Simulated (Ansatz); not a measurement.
Reaction (formal exchange of groups at the In–C bond): `O[CH2][In]([F])[F]` + `CCCCF` → `C[CH2][In]([F])[F]` + `OCCCF`

Gas-phase electronic energies from Ansatz, PBE0-D4/def2-TZVP geometries. CCSD(T)/CBS is the MP2 limit (def2-TZVPP, def2-QZVPP) plus CCSD(T) − MP2 in def2-TZVPP, frozen cores. DFT in def2-TZVPP. B3LYP here is the variant with VWN-RPA as its local correlation; programs differ in this. Elements past krypton have def2 core potentials. For In outer-core shells are correlated without core-valence functions, which leaves a few kJ/mol of doubt a bond. Each species was taken in one conformer, which may not be the lowest.

CCSD(T)/CBS gives -5.7 kcal/mol.

Another level gave -5.4 kcal/mol. Which?
A. ωB97X-V/def2-TZVPP
B. B3LYP-D4/def2-TZVPP
C. HF/def2-TZVPP
D. PBE-D4/def2-TZVPP

A. ωB97X-V -5.4, B3LYP-D4 -3.6, HF/def2-TZVPP -8.5, PBE-D4 -2.0 kcal/mol.

Largest T1 diagnostic among the species: 0.016.

From PBE to PBE0 (25 % exact exchange), in def2-TZVPP and without D4, ΔE moves by −2.0 kcal/mol. In def2-TZVPP, CCSD(T) changes the Hartree–Fock value by +2.9 kcal/mol (the triples alone add +0.7 kcal/mol) and MP2 by +2.7 kcal/mol.
